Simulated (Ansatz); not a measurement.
Relaxation of GaH7Si (9 atoms, charge 0, multiplicity 1), to a largest force component of 0.03 eV/Å in at most 50 steps.

Computed with Ansatz, RKS PBE/def2-SVP.

```xyz
9
Properties=species:S:1:pos:R:3
Ga 0.015 -0.507 -0.327
H 0.070 0.265 2.327
H 1.335 0.274 -0.716
H -1.376 0.184 -0.638
Si 0.102 -2.648 0.647
H -0.646 -3.679 -0.157
H 1.518 -3.140 0.817
H -0.527 -2.647 2.020
H 0.053 -0.437 2.140
```

Task: Where does it end, and by what steps?

Result: The forces met the threshold. The force dipped under the threshold on the way, but the program's further checks kept it going. After 19 steps the energy has fallen by 0.191 eV; H2 moved furthest, 0.74 Å.

| step | energy less start (eV) | largest force component (eV/Å) | accepted |
| --- | --- | --- | --- |
| 0 | 0.0000 | 1.836 | yes |
| 1 | -0.1117 | 0.099 | yes |
| 2 | -0.1227 | 1.035 | yes |
| 3 | -0.1654 | 0.408 | yes |
| 4 | -0.1797 | 0.076 | yes |
| 5 | -0.1647 | 0.415 | no |
| 6 | -0.1837 | 0.035 | yes |
| 7 | -0.1850 | 0.036 | yes |
| 8 | -0.1859 | 0.035 | yes |
| 9 | -0.1865 | 0.033 | yes |
| 10 | -0.1863 | 0.169 | no |
| 11 | -0.1784 | 0.197 | no |
| 12 | -0.1874 | 0.006 | yes |
| 13 | -0.1885 | 0.058 | yes |
| 14 | -0.1889 | 0.073 | yes |
| 15 | -0.1898 | 0.070 | yes |
| 16 | -0.1903 | 0.060 | yes |
| 17 | -0.1904 | 0.081 | yes |
| 18 | -0.1907 | 0.048 | yes |
| 19 | -0.1909 | 0.011 | yes |

```xyz
9
Properties=species:S:1:pos:R:3
Ga -0.100 -0.514 -0.054
H 0.358 0.691 1.801
H 1.165 0.231 -0.651
H -1.512 0.200 -0.124
Si 0.067 -2.827 0.662
H -0.256 -3.717 -0.515
H 1.451 -3.195 1.138
H -0.906 -3.174 1.763
H 0.277 -0.029 2.091
```

The run took 15 s on 2 threads of Intel(R) Xeon(R) 6975P-C (Granite Rapids) (shared host), peak memory 0.16 GiB.
